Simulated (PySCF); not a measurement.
Task: Write a Z-matrix for `[SiH3][SiH2]B(Cl)Cl` as optimised with PBE0-D3(BJ)/def2-SVP.

Result: 
Z-matrix in Å and degrees, rows numbered from 1:
```
Si
Si  1  2.3512
B   2  2.0147  1  105.93
Cl  3  1.7482  2  121.60  1   -97.59
Cl  3  1.7505  2  119.77  1    78.15
H   1  1.4950  2  109.25  3   -60.53
H   1  1.4950  2  110.98  3   179.06
H   1  1.4954  2  109.58  3    58.58
H   2  1.4952  1  109.65  3  -121.03
H   2  1.4964  1  108.57  3   119.01
```

Si2 (SiH2 silicon) is distorted tetrahedral (angles from 105.9° to 112.0°). B3 (three-coordinate boron) is planar (angles 121.6°, 119.8° and 118.5°, sum 359.9°, 0.04 Å off the plane of its three neighbours). Si1 (SiH3 silicon) is tetrahedral (angles from 108.8° to 111.0°).

Computed, not measured: PBE0-D3(BJ)/def2-SVP geometry optimisation, gas phase in PySCF 2.14.0.

Point group: C1 (no symmetry element, even within 0.4 Å). Stationary, but not proved a minimum. One conformer, not necessarily the lowest (Si1–Si2–B3–Cl4 -98°).
